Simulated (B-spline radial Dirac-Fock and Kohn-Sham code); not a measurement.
## How the levels of hafnium move as electrons are removed

These are calculated numbers from a radial B-spline solver; the model is ΔSCF Dirac-Fock with Breit, self-energy and vacuum polarisation, finite nucleus, configuration average. Each ion is free and in its tabulated ground configuration. No correlation.

Reference: Hf¹¹⁺, [Kr] 4d10 4f12 5s2 5p1, with 1s 65566.9 eV, 2s 11503.1 eV, 2p1/2 10963.7 eV, 3p1/2 2591.9 eV, 4s 760.5 eV, Kα1 (K-L3) 55781.6 eV, Kβ1 (K-M3) 63230.9 eV, Lα1 (L3-M5) 7899.6 eV. Shifts from it, in eV (a dash: the subshell is empty, belongs to an open shell averaged over j, or its hole state is left out as unreliable):

```
  ion       configuration      1s      2s   2p1/2   3p1/2      4s    Kα1    Kβ1    Lα1
Hf¹²⁺  [Kr] 4d10 4f12 5s2       ?       ?       ?       ?       ?      ?      ?      ?
Hf¹³⁺  [Kr] 4d10 4f11 5s2   +63.5   +63.4   +63.3   +63.5   +59.9  +0.14  +0.10  -0.10
Hf¹⁴⁺  [Kr] 4d10 4f11 5s1   +93.0   +91.7   +92.1   +91.2       –  +0.92  +1.87  +0.72
Hf¹⁵⁺      [Kr] 4d10 4f11  +123.6  +121.0  +121.6  +119.6  +112.9  +2.20  +4.23  +1.60
Hf¹⁶⁺      [Kr] 4d10 4f10  +164.2  +162.4  +162.9  +161.9  +151.5  +1.38  +2.51  +0.81
Hf¹⁷⁺       [Kr] 4d10 4f9  +206.4  +205.6  +205.9  +205.9  +191.3  +0.48  +0.74  +0.02
Hf¹⁸⁺       [Kr] 4d10 4f8  +250.2  +250.5  +250.5  +251.6  +232.2  -0.49  -1.09  -0.75
Hf¹⁹⁺       [Kr] 4d10 4f7  +295.7  +297.1  +296.8  +299.0  +274.2  -1.53  -2.94  -1.50
```

Problem. Give the missing shifts for Hf¹²⁺.

Solution. 1s +26.6, 2s +25.6, 2p1/2 +25.7, 3p1/2 +24.7, 4s +24.0, Kα1 +0.96, Kβ1 +1.91, Lα1 +0.76 (eV).

Over this range K (1s) moves by +295.7 eV and Kα1 by -1.5 eV: a line is a difference of two levels that shift in the same direction.
